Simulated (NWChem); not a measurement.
CH5ClOSi; SMILES Cl[SiH2]CO

```xyz
9

O      0.9403    -1.9735     0.2679
C     -0.1814    -1.4996    -0.4797
Si    -0.8566     0.1629     0.1502
Cl     0.4998     1.7038    -0.1840
H      0.6423    -2.1628     1.1711
H     -1.0001    -2.2409    -0.5102
H      0.1686    -1.3885    -1.5116
H     -2.1266     0.5188    -0.5359
H     -1.0789     0.0747     1.6172
```
Atoms are numbered in this order, from 1.

Level: B3LYP/6-31G* (spherical d) (NWChem), optimised geometry, unscaled harmonic frequencies. 

### Question
List the harmonic frequencies with IR intensities, and the thermochemistry.

### Answer
| frequency (cm⁻¹) | IR intensity (km/mol) |
|---|---|
| 80 | 0.8 |
| 159 | 7.5 |
| 262 | 7.2 |
| 336 | 163.8 |
| 514 | 54.3 |
| 557 | 32.3 |
| 665 | 9.4 |
| 705 | 8.1 |
| 789 | 29.4 |
| 918 | 244.0 |
| 957 | 129.9 |
| 1052 | 68.8 |
| 1169 | 48.6 |
| 1319 | 2.8 |
| 1406 | 35.0 |
| 1491 | 4.5 |
| 2249 | 116.7 |
| 2262 | 164.0 |
| 2971 | 45.7 |
| 3100 | 9.9 |
| 3741 | 18.5 |

| Item | Result |
|---|---|
| zero-point energy | 38.2 kcal/mol |
| thermal correction to the enthalpy at 298.15 K (with zero-point energy) | 42.5 kcal/mol |
| heat capacity Cv | 19.7 cal/(mol K) |
| entropy at 298.15 K and 1 atm (symmetry number 1) | 77.9 cal/(mol K) |
| dipole moment | 2.95 D |

Rigid rotor and harmonic oscillator; modes under 100 cm⁻¹ make the entropy uncertain.
